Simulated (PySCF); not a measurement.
# From computed data to an observable: oscillator strength and radiative lifetime

Si(H)(NHSiH3)2(Me) (CH₁₂N₂Si₃), SMILES C[SiH](N[SiH3])N[SiH3].

Coordinates come from a r2SCAN-D4/def2-SVP optimisation. The values are those of a single conformer.

TDA-PBE0/def2-SVPD (PySCF) puts the first singlet state with f over 0.02 at 6.98 eV (vertical), with the transition dipole (0.145, -0.106, 0.559) in atomic units.

Question: Find the oscillator strength, the wavelength and the radiative lifetime that this transition would have in vacuum if emission retraced absorption.

Answer: 
|μ|² = 0.3447 au, so |μ| = 1.49 D. ΔE = 6.98/27.211 = 0.2565 hartree. f = (2/3) ΔE |μ|² = 0.059 (the program prints 0.059).
λ = 1239.84/6.98 = 178 nm; ν = 56297 cm⁻¹.
Einstein's coefficient A = 0.6670 ν² f s⁻¹ (ν in cm⁻¹) = 1.2e8 s⁻¹, so τ = 1/A = 8.0 ns. This state is S4; the lower singlets have f = 0.014, 0.012, 0.017. The figure is the radiative limit of this one transition; relaxation, internal conversion, crossing to triplets and a medium change what is measured.
